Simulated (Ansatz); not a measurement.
Total energies of C2H6FNSi (`C=C(F)N[SiH3]`).

```xyz
11

C    -1.0854    1.8656    0.3770
C    -0.6187    0.7116   -0.0839
F    -1.1704    0.1487   -1.1721
N     0.3994   -0.0756    0.3768
Si    0.9123   -1.5825   -0.3283
H    -1.9083    2.3510   -0.1238
H    -0.6477    2.3245    1.2511
H     0.8647    0.2812    1.1944
H     1.3907   -1.4086   -1.7216
H    -0.1684   -2.5985   -0.3128
H     2.0317   -2.0174    0.5432
```

The species carries charge 0 and has multiplicity 1. All single points use the PBE0-D4/def2-TZVP geometry. It is one conformer, not always the lowest. Basis def2-TZVPP, Ansatz 0.2.0.

RPA on PBE orbitals: Hartree–Fock energy of these orbitals -522.09557 Eh, correlation -1.47182 Eh (frozen core).

```
functional  energy without D4 (Eh)  D4 term (kJ/mol)
    B2PLYP              -523.72236                 –
  PBE-QIDH              -523.51470                 –
```

Problem. Give the same for LDA (SPW92), PBE, revPBE, BLYP, r2SCAN, B97M-V, PBE0, B3LYP, r2SCANh, r2SCAN0, HSE06 (plane-wave form), BHLYP, CAM-B3LYP, LC-ωPBE, ωB97X-V, ωB97M-V. (Best estimate.)

Solution. The calculation gave: 
| functional | energy without D4 (Eh) | D4 term (kJ/mol) |
| --- | --- | --- |
| LDA (SPW92) | -521.02565 | – |
| PBE | -523.59106 | -20.7 |
| revPBE | -523.87305 | -68.2 |
| BLYP | -523.94476 | -46.2 |
| r2SCAN | -523.86555 | -5.2 |
| B97M-V | -523.89457 | – |
| PBE0 | -523.63227 | -17.4 |
| B3LYP | -524.04035 | -33.2 |
| r2SCANh | -523.85172 | -5.4 |
| r2SCAN0 | -523.83221 | -6.0 |
| HSE06 (plane-wave form) | -523.61413 | -16.1 |
| BHLYP | -523.89550 | -24.0 |
| CAM-B3LYP | -523.92968 | -17.4 |
| LC-ωPBE | -523.77874 | – |
| ωB97X-V | -523.89173 | – |
| ωB97M-V | -523.90455 | – |

B3LYP takes the VWN-RPA correlation (the form of Gaussian; ORCA's B3LYP/G). HSE06 is the plane-wave form, built on full-range PBE exchange. The double hybrids freeze the cores in their second-order part.

LC-ωPBE has ω = 0.4 bohr⁻¹.
